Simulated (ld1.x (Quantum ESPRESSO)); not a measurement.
The numbers below are computed, except where a source is named.
## Potentials for oxygen compared

Generated with ld1.x 7.5 (TM, RRKJ, ultrasoft, PAW), atompaw 4.2 or ONCVPSP 4.0.1. The cutoff is in Ry: for ld1.x and atompaw files where the sum of valence levels is converged to 10 mRy in a Bessel basis, for ONCV files where the hardest occupied wave has 1 mHa per electron of residual kinetic energy. The error is the largest all-electron minus pseudo excitation energy over each file’s own four to seven test configurations (ionisations up to +4, promotions, holes and added fractions of an electron), all of which were solved. The labels leave out finer settings (local radius, basis sizes, second energies), which also bear on the numbers. Spin-polarised tests are not counted. The rows are a selection from randomly drawn settings: files with unsolved tests, undetermined cutoffs or missed reference levels are left out.

| potential | cutoff (Ry) | largest error (meV) | bound ghosts |
| --- | --- | --- | --- |
| RRKJ, LDA (PZ), non-relativistic, rc 0.90/1.35/1.15 (spd), local s, core correction yes, reference 2s2 2p2 | 80 | +969 | none |
| TM semilocal, LDA (PZ), scalar-relativistic, rc 0.85/1.45/1.60 (spd), local s, core correction yes, reference 2s2 2p4 | 80 | +582 | none |
| RRKJ, PBEsol, scalar-relativistic, rc 0.75/1.55 (sp), local p, core correction yes, reference 2s2 2p3 | 110 | +1780 | none |
| RRKJ, PBE, scalar-relativistic, rc 0.95/1.75/1.70 (spd), local s, core correction no, reference 2s1.75 2p4.25 | 70 | +2129 | none |
| TM, PBE, non-relativistic, rc 0.85/1.05/0.95 (spd), local d, core correction yes, reference 2s2 2p3.5 | 110 | +591 | none |
| TM, PBE, non-relativistic, rc 0.60/0.90 (sp), local s, core correction no, reference 2s2 2p2 | 200 | +467 | none |

Problem. Fill in the row for O: TM, PW91, non-relativistic, rc 0.95/1.55 (sp), local p, core correction yes, reference 2s1 2p5.

Solution. cutoff 60 Ry, largest error +3223 meV, bound ghosts: none.

Problem. Fill in the row for O: TM, BLYP, scalar-relativistic, rc 0.70/1.10/0.85 (spd), local s, core correction yes, reference 2s1.75 2p4.25.

Solution. cutoff 100 Ry, largest error +201 meV, bound ghosts: none.

Problem. Fill in the row for O: ultrasoft, PBE, scalar-relativistic, rc 0.80/1.15/0.90 (spd), local smoothed, core correction yes, reference 2s2 2p2.

Solution. cutoff 55 Ry, largest error +434 meV, bound ghosts: none.
